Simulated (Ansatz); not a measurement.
Isolated molecules relaxed with PBE0-D4/def2-TZVP in Ansatz; ΔE leaves out vibrations. CBS: MP2 limit from def2 TZ/QZ plus the TZ coupled-cluster correction, frozen cores. This one scheme is used for every species. One conformer a species, not always the lowest.

`CC(N)N[SiH3]` + H₂O → `NC(O)N[SiH3]` + CH₄  (formal hydrolysis of a C–C bond)

```tsv
species	MP2/def2-TZVPP energy (Eh)
`CC(N)N[SiH3]`	-480.40091
H₂O	-76.32349
`NC(O)N[SiH3]`	-516.30982
CH₄	-40.41206
```

Question: Work out ΔE.

Answer: ΔE = (-516.30982) + (-40.41206) − (-480.40091) − (-76.32349) = 0.00252 Eh = +6.6 kJ/mol. CCSD(T)/CBS gives +7.4 kJ/mol.

Largest T1 diagnostic among the species: 0.011.

The D4 term adds +5.2 kJ/mol with B3LYP and +3.0 kJ/mol with PBE0; it sums over pairs of atoms, weighted by their polarisabilities, and B3LYP, whose exchange is more repulsive, gets the larger term. In def2-TZVPP, CCSD(T) changes the Hartree–Fock value by +12.1 kJ/mol (the triples alone add +0.3 kJ/mol) and MP2 by +16.9 kJ/mol.

B3LYP here is the variant with VWN-RPA as its local correlation; programs differ in this.
